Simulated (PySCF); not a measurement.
C4H8OSi, SMILES C=C/C=C/[SiH2]O.

Coordinates come from a ωB97X-D3(BJ)/def2-SVP optimisation. The structure was generated by enumeration; whether it is a known compound was not checked. One conformer was computed; it need not be the lowest.

Two levels are set side by side: PBE/def2-TZVP (PySCF) and r2SCAN/def2-TZVP (PySCF). Same geometry, gas phase. Differences are taken from unrounded values.

```csv
quantity,PBE
orbital gap (eV),3.82
highest occupied level (eV),-6.00
lowest empty level (eV),-2.18
dipole moment (D),1.71
mean polarisability (bohr³),87.4
```

Task: These are the PBE values. What does r2SCAN give? (An estimate is asked for; the answer gives what the named calculation found.)

Result: 
```tsv
quantity	r2SCAN	PBE minus r2SCAN
orbital gap (eV)	4.12	-0.30
highest occupied level (eV)	-6.18	0.17
lowest empty level (eV)	-2.05	-0.13
dipole moment (D)	1.77	-0.06
mean polarisability (bohr³)	85.8	1.6
```

Rough cost on one machine, each run with all the roots and properties that it gave: r2SCAN against PBE about 4 times.
